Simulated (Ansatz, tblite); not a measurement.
Forces on the cluster Si₃Ge at its r2SCAN-D4/def2-SVP geometry. Charge 0, multiplicity 1.

The xTB rows come from tblite. The structure comes from a short search, and lower isomers may exist.

GFN1-xTB (tblite), largest force 0.83 eV/Å:

```xyz
4
positions Å, forces eV/Å
Si    0.047    0.394    1.139    0.511    0.159    0.469
Si   -1.997    0.087    0.089   -0.826    0.023    0.040
Si   -0.088   -0.385   -1.140    0.452   -0.179   -0.519
Ge    2.038   -0.096   -0.088   -0.138   -0.004    0.009
```

GFN2-xTB (tblite), largest force 0.57 eV/Å:

```
Si 0.051 0.142 0.438
Si 0.521 -0.018 -0.025
Si -0.001 -0.156 -0.436
Ge -0.572 0.032 0.023
```

CAM-B3LYP-D4/def2-TZVP (Ansatz), largest force 0.57 eV/Å:

```
Si -0.069 -0.096 -0.270
Si 0.567 -0.021 -0.027
Si -0.037 0.092 0.279
Ge -0.461 0.025 0.018
```
